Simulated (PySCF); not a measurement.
Cl₂Hg, triplet, geometry from GFN2-xTB (such geometries of metal compounds can be far from the true shape) (a higher spin typed on purpose: for a closed-shell molecule this is an excited state) (core potentials on Hg), with bond 3-1 at 1.4 times its length; CASCI(6,5)/def2-SVP in PySCF.

Input for PySCF:
```python
from pyscf import gto, scf, mcscf
import numpy

mol = gto.Mole()
mol.atom = '''
    Hg    0.28476520   -0.61679802    0.27531871
    Cl    0.35903489    1.54869982   -1.49395900
    Cl   -2.49265507    2.14214998    0.16755066
'''
mol.basis = 'def2-svp'
mol.ecp = {'Hg': 'def2-svp'}
mol.spin = 2
mol.verbose = 4
mol.build()

mf = scf.ROHF(mol)
mf.kernel()
mc = mcscf.CASCI(mf, 5, 6)
mc.fix_spin_(ss=2.0)
mc.kernel()
occ = numpy.linalg.eigvalsh(mc.fcisolver.make_rdm1(mc.ci, mc.ncas, mc.nelecas))[::-1]
ss = mc.fcisolver.spin_square(mc.ci, mc.ncas, mc.nelecas)[0]
print('natural occupations', occ.round(4), ' <S^2>', round(ss, 4))
```

Output, abridged:

```
PySCF version 2.14.0

[INPUT] verbose = 4
[INPUT] num. atoms = 3
[INPUT] num. electrons = 54
[INPUT] charge = 0
[INPUT] spin (= nelec alpha-beta = 2S) = 2
[INPUT] symmetry False subgroup None
[INPUT] Mole.unit = angstrom
[INPUT] Symbol           X                Y                Z      unit          X                Y                Z       unit  Magmom
[INPUT]  1 Hg     0.284765200000  -0.616798020000   0.275318710000 AA    0.538128237807  -1.165579331974   0.520276958869 Bohr   0.0
[INPUT]  2 Cl     0.359034890000   1.548699820000  -1.493959000000 AA    0.678477611263   2.926618508963  -2.823173351329 Bohr   0.0
[INPUT]  3 Cl    -2.492655070000   2.142149980000   0.167550660000 AA   -4.710435405309   4.048076779943   0.316624859390 Bohr   0.0

nuclear repulsion = 155.864939652366
number of shells = 28
number of NR pGTOs = 129
number of NR cGTOs = 68
basis = def2-svp
ecp = {'Hg': 'def2-svp'}

******** <class 'pyscf.scf.rohf.ROHF'> ********
method = ROHF
initial guess = minao
damping factor = 0
level_shift factor = 0
DIIS = <class 'pyscf.scf.diis.CDIIS'>
diis_start_cycle = 1
diis_space = 8
diis_damp = 0
SCF conv_tol = 1e-09
SCF conv_tol_grad = None
SCF max_cycles = 50
direct_scf = True
direct_scf_tol = 1e-13
num. doubly occ = 26  num. singly occ = 2
Set gradient conv threshold to 3.16228e-05
init E= -1058.61828055656
  HOMO = -0.618884277925703  LUMO = -0.355477216275825  gap/eV = 7.16767
cycle= 1 E= -1070.54012716788  delta_E= -11.9  |g|= 1.43  |ddm|= 11.2
  HOMO = -0.110688640840561  LUMO = 0.179322425399812  gap/eV = 7.89160
cycle= 2 E= -1070.1020013704  delta_E= 0.438  |g|= 1.69  |ddm|=  3.6

WARN: HOMO 0.0490629659438387 >= LUMO -0.309025610247199

cycle= 3 E= -1070.71322738424  delta_E= -0.611  |g|= 0.551  |ddm|= 2.31
  HOMO = -0.25197068549599  LUMO = 0.035443939354692  gap/eV = 7.82095
cycle= 4 E= -1071.14849111385  delta_E= -0.435  |g|= 0.247  |ddm|= 1.59
  HOMO = -0.227825050130113  LUMO = 0.0345898298451968  gap/eV = 7.14067
cycle= 5 E= -1071.17054842277  delta_E= -0.0221  |g|= 0.127  |ddm|= 0.208
  HOMO = -0.225680761789789  LUMO = 0.0424975722977533  gap/eV = 7.29750
cycle= 6 E= -1071.18104163359  delta_E= -0.0105  |g|= 0.066  |ddm|= 0.157
  HOMO = -0.217860673970149  LUMO = 0.0523167579434649  gap/eV = 7.35190
cycle= 7 E= -1071.18625206882  delta_E= -0.00521  |g|= 0.0217  |ddm|= 0.186
  HOMO = -0.213630437680275  LUMO = 0.0549583349774443  gap/eV = 7.30867
cycle= 8 E= -1071.18624141692  delta_E= 1.07e-05  |g|= 0.0136  |ddm|= 0.0709
  HOMO = -0.212107309940054  LUMO = 0.057889704435237  gap/eV = 7.34699
cycle= 9 E= -1071.18682974118  delta_E= -0.000588  |g|= 0.00471  |ddm|= 0.0636
  HOMO = -0.212164452347091  LUMO = 0.0580334616466691  gap/eV = 7.35246
cycle= 10 E= -1071.18686505069  delta_E= -3.53e-05  |g|= 0.00251  |ddm|= 0.0167
  HOMO = -0.211384817110135  LUMO = 0.0587790600605101  gap/eV = 7.35153
cycle= 11 E= -1071.18689783854  delta_E= -3.28e-05  |g|= 0.00244  |ddm|= 0.0194
  HOMO = -0.21137845955553  LUMO = 0.0590436799006907  gap/eV = 7.35856
cycle= 12 E= -1071.18691905826  delta_E= -2.12e-05  |g|= 0.00104  |ddm|= 0.0182
  HOMO = -0.211051616584455  LUMO = 0.0594199088568647  gap/eV = 7.35991
cycle= 13 E= -1071.18692829752  delta_E= -9.24e-06  |g|= 0.000482  |ddm|= 0.0144
  HOMO = -0.210945660853003  LUMO = 0.0596159216941209  gap/eV = 7.36236
cycle= 14 E= -1071.18693102819  delta_E= -2.73e-06  |g|= 0.000285  |ddm|= 0.00848
  HOMO = -0.210918563088228  LUMO = 0.0596946890919914  gap/eV = 7.36376
cycle= 15 E= -1071.18693177562  delta_E= -7.47e-07  |g|= 0.000181  |ddm|= 0.00397
  HOMO = -0.210928673946675  LUMO = 0.0596997817826627  gap/eV = 7.36418
cycle= 16 E= -1071.18693214535  delta_E= -3.7e-07  |g|= 0.00016  |ddm|= 0.0014
  HOMO = -0.210938047938707  LUMO = 0.0596917379446813  gap/eV = 7.36421
cycle= 17 E= -1071.1869326502  delta_E= -5.05e-07  |g|= 0.00014  |ddm|= 0.00198
  HOMO = -0.210947646010009  LUMO = 0.0596793724952385  gap/eV = 7.36414
cycle= 18 E= -1071.18693348732  delta_E= -8.37e-07  |g|= 0.000105  |ddm|= 0.0041
  HOMO = -0.210976121047843  LUMO = 0.0596540838496987  gap/eV = 7.36422
cycle= 19 E= -1071.18693418809  delta_E= -7.01e-07  |g|= 5.3e-05  |ddm|= 0.00572
  HOMO = -0.210985526903584  LUMO = 0.0596500521402592  gap/eV = 7.36437
cycle= 20 E= -1071.18693434216  delta_E= -1.54e-07  |g|= 1.68e-05  |ddm|= 0.0034
  HOMO = -0.210989847563419  LUMO = 0.0596467362396247  gap/eV = 7.36440
cycle= 21 E= -1071.18693434972  delta_E= -7.56e-09  |g|= 5.89e-06  |ddm|= 0.000792
  HOMO = -0.210989894621875  LUMO = 0.0596457832063418  gap/eV = 7.36437
cycle= 22 E= -1071.18693434991  delta_E= -1.84e-10  |g|= 1.66e-06  |ddm|= 9.81e-05
  HOMO = -0.210989988315316  LUMO = 0.0596457128258393  gap/eV = 7.36437
Extra cycle  E= -1071.18693434991  delta_E= -5.91e-12  |g|= 1.1e-06  |ddm|= 5.53e-06
converged SCF energy = -1071.18693434991

******** <class 'pyscf.mcscf.casci.CASCI'> ********
CAS (4e+2e, 5o), ncore = 24, nvir = 39
natorb = False
canonicalization = True
sorting_mo_energy = False
******** <class 'pyscf.fci.addons.SpinPenaltyFCISolver'> ********
max. cycles = 200
conv_tol = 1e-08
davidson only = True
linear dependence = 1e-12
level shift = 0.001
max iter space = 12
nroots = 1
pspace_size = 400
spin = None
Density matrix diagonal elements [1.99993509e+00 1.99985281e+00 1.00005850e+00 1.00000070e+00
 1.52894269e-04]
CASCI converged
CASCI E = -1071.18701914615  E(CI) = -7.04718832735739  S^2 = 2.0000000
natural occupations [1.9999e+00 1.9999e+00 1.0001e+00 1.0000e+00 1.0000e-04]  <S^2> 2.0
```
